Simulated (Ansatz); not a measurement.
The cluster W5⁺. The state is a doublet with charge 1. Geometry PBE0-D4/def2-SVP; atoms count from 1.

```csv
atom,x (Å),y (Å),z (Å)
W1,0.8106,-1.6383,0.2154
W2,-1.3274,-0.5933,-0.4469
W3,-0.4807,1.7273,-0.4152
W4,1.3647,0.3694,-0.8231
W5,-0.3671,0.1349,1.4700
```

In the def2 sets W takes a core potential; there is no spin–orbit coupling. The structure comes from a short search, and lower isomers may exist.

**Question.** Estimate the Mulliken populations from the PBE0/def2-TZVP orbitals of Ansatz.

**Answer.** 
```
atom  charge (e)  spin (α − β)  d electrons
  W1        0.17          0.61         4.56
  W2        0.23         -0.01         4.49
  W3        0.17          0.61         4.56
  W4        0.21         -0.20         4.55
  W5        0.23         -0.01         4.49
```
Mulliken values depend strongly on the basis.

**Question.** Where does the spin sit?

**Answer.** Summed by element: W 1.00, of 1 unpaired in all. Largest on single atoms: W1 0.61, W3 0.61, W4 -0.20.

**Question.** And the Mayer bond orders between heavy atoms (over 0.3)?

**Answer.** W1–W2 1.66 (2.47 Å); W1–W4 2.40 (2.33 Å); W1–W5 1.66 (2.47 Å); W2–W3 1.66 (2.47 Å); W2–W4 0.60 (2.88 Å); W2–W5 2.42 (2.26 Å); W3–W4 2.40 (2.33 Å); W3–W5 1.66 (2.47 Å); W4–W5 0.60 (2.88 Å).
